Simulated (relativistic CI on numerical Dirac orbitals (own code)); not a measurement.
**Co2+ in a cubic cluster: 1s photoemission with charge transfer**

Computed with a charge-transfer multiplet model of a cubic metal-ligand cluster with up to 2 ligand holes, Slater and spin-orbit integrals from Dirac-Coulomb-Breit ions, Slater integrals scaled by 0.8. The ground state mixes d7 with configurations of k ligand holes L, whose averages lie at kΔ + k(k − 1)U_dd/2; a core hole lowers each added d electron by U_cd. 20 K, Lorentzian 1.1 eV and Gaussian 0.6 eV FWHM.

Atomic integrals in eV (Slater integrals scaled, ζ unscaled), ground: F2dd 9.233, F4dd 5.731, zeta_d 0.063; with the core hole: F2dd 10.635, F4dd 6.640, zeta_d 0.091, G2cd 0.059.

Cluster parameters (eV): Δ = 4.4, U_dd = 7.1, 10Dq = 1.4, 10Dq(ligand) = 1.5, V(eg) = 3.05, V(t2g) = -1.59, final-state hopping factor = 0.8.

| Case | n_d | d7 | d8L | d9L2 | S |
| --- | --- | --- | --- | --- | --- |
| U_cd = 7.8 eV | 7.46 | 0.58 | 0.39 | 0.04 | 0.52 |
| U_cd = 8.4 eV | 7.46 | 0.58 | 0.39 | 0.04 | 0.52 |
| U_cd = 9 eV | 7.46 | 0.58 | 0.39 | 0.04 | 0.52 |
| U_cd = 9.6 eV | 7.46 | 0.58 | 0.39 | 0.04 | 0.52 |
| U_cd = 10.8 eV | 7.46 | 0.58 | 0.39 | 0.04 | 0.52 |

Weights, n_d and S are thermal averages at 20 K. Binding energies count from the first peak over 30 % of the highest in each spectrum, which can be another peak from case to case. The parameters are a model scan and need not match a compound or its usual spin state. Peaks in eV (height, largest 100):
- U_cd = 7.8 eV: 0.0 (100), 8.7 (26)
- U_cd = 8.4 eV: 0.0 (100), 8.8 (30)
- U_cd = 9 eV: 0.0 (100), 8.8 (33), 13.8 (7)
- U_cd = 9.6 eV: 0.0 (100), 8.9 (35), 14.1 (10)
- U_cd = 10.8 eV: 0.0 (100), 9.0 (38), 14.9 (18)

Curve for U_cd = 9 eV (points under 2 left out, the grid thinned):

E (eV), Intensity and a bar:
```
     -3.6        2.9 
     -3.2        3.6 
     -2.8        4.7 #
     -2.3        6.9 ##
     -1.9       10.0 ###
     -1.5       15.7 ####
     -1.1       27.4 ########
     -0.6       61.3 ###################
     -0.2       95.7 ##############################
      0.2       90.9 ############################
      0.6       54.6 #################
      1.0       28.8 #########
      1.5       15.0 ####
      1.9       10.1 ###
      2.3        7.2 ##
      2.7        5.6 #
      3.2        4.9 #
      3.6        4.8 #
      4.0        4.3 #
      4.4        3.7 
      4.9        3.3 
      5.3        3.0 
      5.7        2.9 
      6.1        2.9 
      6.5        3.3 
      7.0        4.4 #
      7.4        6.3 #
      7.8       10.5 ###
      8.2       19.1 #####
      8.7       31.8 ##########
      9.1       28.9 #########
      9.5       18.4 #####
      9.9       10.7 ###
     10.4        6.3 #
     10.8        4.5 #
     11.2        3.6 
     11.6        3.3 
     12.0        3.2 
     12.5        3.1 
     12.9        3.5 
     13.3        4.8 #
     13.7        6.4 #
     14.2        5.6 #
     14.6        3.4 
     15.0        2.1
```

For the case U_cd = 9 eV, Δ = 4.4 eV is smaller than U_dd = 7.1 eV, the charge-transfer side of the Zaanen-Sawatzky-Allen scheme. With the core hole the configuration with one ligand hole lies at Δ − U_cd = -3.4, -4.0, -4.6, -5.2, -6.4 eV from the one without, in the order of the table; where this is negative the screened configuration lies lower, though the effective hopping of about 3.9 eV (from the holes of the mixed ground state) mixes the two strongly wherever it is as large as the gap.
